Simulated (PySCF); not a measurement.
## Unknowns

- PBE0/pcSseg-1 with gauge-including orbitals
- coordinates at the GFN2-xTB level
- code: PySCF 2.14
- no relativistic terms, single conformer, averaged over atoms made equivalent by symmetry, fast rotation or ring inversion, in vacuum

Chemical shifts δ = σref − σ; $^{1}$H and $^{13}$C vs TMS, all at this level. Splittings of carbon signals by F and P are missing where no couplings were computed. Where no couplings were computed, multiplicities follow the n + 1 count of equivalent neighbours, and m marks all less simple cases (inequivalent or close neighbours, rings, F or P nearby). Shifts are as computed. Against solution values, carbons near 30 ppm lie about +3 ppm off and those near 130 ppm about +5 ppm. Of 1211 compounds with measured shifts, 218 miss one by over three times the rms of a fit or turn the order of signals round; such compounds aren't used in these exercises.

Question: C$_{5}$H$_{6}$F$_{2}$OSi. $^{1}$H NMR (300 MHz, computed): δ 7.35 (m, 1H), 5.54 (m, 1H), 5.17 (s, 3H), 3.05 (d, 1H). $^{13}$C{$^{1}$H} NMR (computed): δ 165.0 (C), 117.0 (CH), 102.2 (CH), 94.8 (CH), 81.7 (C). Give a structure.

Answer: `C#C/C=C(/O[SiH3])C(F)F`. The formula gives 3 degrees of unsaturation (no ring in the answer). 5 carbon signals for 5 carbons: no two carbons are equivalent. Carbon types of the structure: 2 × C, 3 × CH, leaving 3 H on heteroatoms. δC 117.0: allylic sp3 CH bonded to 2 F; 2 electronegative neighbours deshield it. δC 102.2: β carbon of an enol-ether or enamine type C=C; the O or N lone pair pushes π density onto this β carbon and shields it. δC 94.8: terminal alkyne carbon; sp carbons lie upfield of alkene carbons because the cylindrical π system leaves one tensor component strongly shielded. δC 81.7: alkyne carbon; the triple bond shields along its axis, which puts it between sp3 and sp2 carbons.

The shifts were computed for this structure.

Question: C$_{8}$H$_{12}$. $^{1}$H NMR (300 MHz, computed): δ 6.65 (m, 1H), 6.52 (m, 1H), 6.44 (d, 1H), 2.94 (m, 2H), 2.42 (t, 2H), 1.46 (m, 2H), 1.11 (t, 3H). $^{13}$C{$^{1}$H} NMR (computed): δ 160.1 (C), 140.1 (CH), 139.0 (CH), 134.3 (CH), 46.2 (CH2), 39.3 (CH2), 32.2 (CH2), 17.6 (CH3). Identify the compound.

Answer: SMILES CCCC1=CC=CC1. Rings plus π bonds: 3 (1 ring in the answer). 8 carbon signals for 8 carbons: no two carbons are equivalent. Carbon types of the structure: 1 × C, 3 × CH, 3 × CH2, 1 × CH3, which accounts for all hydrogens. δC 160.1: fully substituted alkene carbon; an sp2 carbon of a C=C bond. δC 140.1, 139.0, 134.3: alkene CH; an sp2 carbon of a C=C bond. δC 17.6: methyl carbon; aliphatic region, no heteroatom directly attached. δH 2.94, 2.42: hydrogen on an allylic sp3 CH2; allylic position.

The data come from this structure; uniqueness wasn't tested.
